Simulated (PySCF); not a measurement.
**YCl3(H2O) at several levels of theory**

Computed with PySCF 2.14.0 (density fitting, no spin-orbit coupling) at the geometry relaxed with PBE0:

```xyz
7
YCl3(H2O) (singlet)
Y    -0.0032   -0.0316    0.0522
Cl    1.0835    1.9003    1.1255
Cl   -1.4689   -1.4266    1.4439
Cl    1.0374   -1.0581   -1.9379
O    -1.2631    1.2619   -1.4363
H    -1.4544    2.2047   -1.3430
H    -1.0663    1.0946   -2.3697
```

```json
{"level": "PBE0", "basis": "Y def2-SVP with ECP28, Cl def2-SVP, O def2-SVP, H def2-SVP", "state": "singlet", "HOMO (eV)": "-8.50", "gap (eV)": "7.01", "charge on Y1 (e)": "0.76", "dipole about the centre of mass (D)": "5.66", "largest force component (eV/Å)": "0.03"}
{"level": "B3LYP", "basis": "the same", "state": "singlet", "HOMO (eV)": "-8.13", "gap (eV)": "6.34", "charge on Y1 (e)": "0.69", "dipole about the centre of mass (D)": "5.62", "largest force component (eV/Å)": "0.15"}
{"level": "HF", "basis": "the same", "state": "singlet", "HOMO (eV)": "-11.74", "gap (eV)": "12.66", "charge on Y1 (e)": "1.14", "dipole about the centre of mass (D)": "5.87", "largest force component (eV/Å)": "0.94"}
```

Charges are Mulliken's, which hang on the basis. The relaxation used the grid (50, 194), these runs (75, 302) or, all-electron (x2c bases, spin-free X2C Hamiltonian), (99, 590).

(1) What does PBE0 with Y def2-TZVP with ECP28, Cl def2-TZVP, O def2-TZVP, H def2-TZVP give here?

## Answers

(1) state singlet, HOMO (eV) -8.63, gap (eV) 6.96, charge on Y1 (e) 1.23, dipole about the centre of mass (D) 5.51, largest force component (eV/Å) 0.23. Time: 14 s on 2 threads of Arm Neoverse V1 (shared host), from free ions and atoms.
